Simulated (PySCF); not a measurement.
Compound: C6H9FO2.
Bonds: C1–C2, C2–O3, O3–C4, C4–C5 (double), C5–F6, C5–C7, C7–O8, O8–C9, C4–C9. Hydrogens: H10, H11, H12 on C1; H13, H14 on C2; H15, H16 on C7; H17, H18 on C9.

Computed by this run: PBE0-D3(BJ)/def2-SVP geometry optimisation, gas phase (PySCF 2.14.0); density fitting, grid level 1; the optimiser is geomeTRIC in internal coordinates, started from a GFN2-xTB structure with every atom displaced at random (about 0.01 Å).

Step 0: E = -13154.1538 eV
```
atom  x, y, z in Å  |  force x, y, z in eV/Å
C1      3.0753    0.1087   -0.4160   -2.259   1.227   0.218
C2      1.5861   -0.1883   -0.6760    0.859   0.529   0.475
O3      0.8138    0.3261    0.4098    2.274   0.186  -0.065
C4     -0.4620    0.1427    0.3666   -3.589  -0.419   0.056
C5     -1.3176   -0.4482   -0.5118    0.948   0.475   0.638
F6     -1.0263   -1.0478   -1.6741   -0.094   0.005   0.063
C7     -2.7294   -0.3647   -0.0432    0.259   0.612   0.352
O8     -2.6577    0.3348    1.1868   -0.040  -0.189  -0.172
C9     -1.3347    0.6721    1.5258    0.230  -0.208  -1.831
H10     3.6552   -0.2491   -1.2291    0.860  -0.501  -1.004
H11     3.1868    1.2060   -0.3345    0.159  -0.201  -0.045
H12     3.3878   -0.3255    0.5148    0.328  -0.483   0.722
H13     1.4110   -1.2571   -0.7609   -0.123  -0.563  -0.033
H14     1.2348    0.2832   -1.6007    0.015   0.087  -0.234
H15    -3.3770    0.1820   -0.7493   -0.073   0.075  -0.157
H16    -3.1827   -1.3431    0.1159   -0.211  -0.587   0.015
H17    -1.0454    0.2183    2.4598    0.282  -0.358   0.879
H18    -1.2455    1.7617    1.6103    0.176   0.314   0.124
```

**Question.** Estimate the geometry and energy of step 1. (The exact step hangs on the optimiser's Hessian estimate; all steps are aligned on step 0, rigid shifts and turns removed.)

**Answer.** E = -13154.3098 eV, largest force 0.889 eV/Å
```
atom  x, y, z in Å  |  force x, y, z in eV/Å
C1      3.0415    0.1244   -0.4178    0.189  -0.243  -0.214
C2      1.5855   -0.1465   -0.6812   -0.188   0.060  -0.024
O3      0.8425    0.2872    0.4454   -0.714   0.072   0.270
C4     -0.4987    0.1319    0.3995    0.820  -0.157  -0.306
C5     -1.2960   -0.5329   -0.4444   -0.297   0.273   0.120
F6     -0.9981   -1.2234   -1.5420    0.072  -0.062  -0.047
C7     -2.7247   -0.3637   -0.0426   -0.170  -0.003  -0.171
O8     -2.6783    0.4205    1.1242    0.094   0.007   0.062
C9     -1.3480    0.7118    1.4885    0.212  -0.325   0.272
H10     3.6288   -0.1482   -1.3166   -0.064   0.063   0.255
H11     3.2085    1.1882   -0.2023   -0.008   0.049   0.006
H12     3.4084   -0.4680    0.4378   -0.038   0.075  -0.097
H13     1.3888   -1.2172   -0.8654    0.091   0.018   0.010
H14     1.2310    0.4065   -1.5704    0.043  -0.032  -0.027
H15    -3.3151    0.1581   -0.8260    0.039  -0.074   0.020
H16    -3.2281   -1.3389    0.1364    0.068   0.088   0.068
H17    -1.0795    0.2220    2.4555   -0.122   0.214  -0.127
H18    -1.1958    1.8003    1.6157   -0.027  -0.023  -0.071
```

The energy changes by -0.1560 eV. The first-order estimate −F·Δx gives -0.4333 eV and the mean of the old and new forces, exact on a quadratic surface, -0.1529 eV. The step makes an angle of 81° with the force vector and moves no atom by more than 0.222 Å.

What follows is the cost of the whole optimisation. Time: 2.3 min; peak memory 0.71 GiB. Hardware: one thread of an Intel Xeon Platinum 8259CL at 2.50 GHz, no GPU, shared host.
